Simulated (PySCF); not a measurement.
Molfile (atoms numbered from 1):
```
C2H14BNSi3
     RDKit          3D

 21 20  0  0  0  0  0  0  0  0999 V2000
    1.5870    1.4107    0.5818 C   0  0  0  0  0  0  0  0  0  0  0  0
    1.6563   -0.0042   -0.0803 B   0  0  0  0  0  0  0  0  0  0  0  0
    3.0025   -0.5628   -0.6516 C   0  0  0  0  0  0  0  0  0  0  0  0
    0.0027   -1.1814   -0.1561 Si  0  0  0  0  0  4  0  0  0  0  0  0
   -1.5133   -0.2886    0.0488 N   0  0  0  0  0  0  0  0  0  0  0  0
   -1.8991    0.9948   -1.0719 Si  0  0  0  0  0  4  0  0  0  0  0  0
   -2.6608   -0.7786    1.2742 Si  0  0  0  0  0  4  0  0  0  0  0  0
    0.5974    1.8902    0.5917 H   0  0  0  0  0  0  0  0  0  0  0  0
    2.3477    2.1172    0.2128 H   0  0  0  0  0  0  0  0  0  0  0  0
    1.8430    1.2162    1.6448 H   0  0  0  0  0  0  0  0  0  0  0  0
    3.9072   -0.1047   -0.2214 H   0  0  0  0  0  0  0  0  0  0  0  0
    2.9772   -0.2593   -1.7196 H   0  0  0  0  0  0  0  0  0  0  0  0
    3.1021   -1.6590   -0.6575 H   0  0  0  0  0  0  0  0  0  0  0  0
    0.0545   -2.1687    0.9790 H   0  0  0  0  0  0  0  0  0  0  0  0
   -0.0448   -2.0084   -1.4108 H   0  0  0  0  0  0  0  0  0  0  0  0
   -0.7072    1.1834   -1.9594 H   0  0  0  0  0  0  0  0  0  0  0  0
   -2.1860    2.2829   -0.3676 H   0  0  0  0  0  0  0  0  0  0  0  0
   -3.0799    0.6690   -1.9311 H   0  0  0  0  0  0  0  0  0  0  0  0
   -2.0486   -0.7447    2.6379 H   0  0  0  0  0  0  0  0  0  0  0  0
   -3.8071    0.1826    1.2324 H   0  0  0  0  0  0  0  0  0  0  0  0
   -3.1857   -2.1593    1.0377 H   0  0  0  0  0  0  0  0  0  0  0  0
  1  2  1  0
  2  3  1  0
  2  4  1  0
  4  5  1  0
  5  6  1  0
  5  7  1  0
  1  8  1  0
  1  9  1  0
  1 10  1  0
  3 11  1  0
  3 12  1  0
  3 13  1  0
  4 14  1  0
  4 15  1  0
  6 16  1  0
  6 17  1  0
  6 18  1  0
  7 19  1  0
  7 20  1  0
  7 21  1  0
M  END
```

Theoretical values (PySCF 2.14): σ from GIAO-HF/pcSseg-1, PBE0-D3(BJ)/def2-SVP structure. Averaged over atoms made equivalent by symmetry, fast rotation or ring inversion, gas phase, non-relativistic, one conformer.

Chemical shifts δ = σref − σ; $^{13}$C (σref 190.85) and $^{1}$H (σref 31.69) and $^{29}$Si (σref 393.43) against TMS; BF3·OEt2 for $^{11}$B (σref 115.29); $^{15}$N (σref 265.72) vs NH3, all at this level.

```tsv
atoms	nucleus	count	δ (ppm)
H16/H17/H18/H19/H20/H21	$^{1}$H	6	4.22
B2	$^{11}$B	1	100.4
N5	$^{15}$N	1	-35.1
Si6/Si7	$^{29}$Si	2	-46.8
H8/H9/H10/H11/H12/H13	$^{1}$H	6	1.17
Si4	$^{29}$Si	1	?
C1/C3	$^{13}$C	2	18.0
H14/H15	$^{1}$H	2	?
```

Q: Estimate the values marked ?.

A: 
- H14/H15: 4.24 ppm, hydrogen on a silicon bonded to B, N
- Si4: -39.9 ppm, silicon bonded to B, N, 2 H

A carbon bonded to boron is broadened by the quadrupolar boron nucleus and is often missing from a measured spectrum. Shifts are as computed. Against solution values, carbons near 30 ppm lie about -0 ppm off and those near 130 ppm about +7 ppm. Of 1309 compounds with measured shifts, 239 miss one by over three times the rms of a fit or turn the order of signals round; such compounds aren't used in these exercises. Experimental scales use liquid or dissolved standards, which lie at an offset from isolated NH3 (liquid NH3: subtract about 20 ppm).
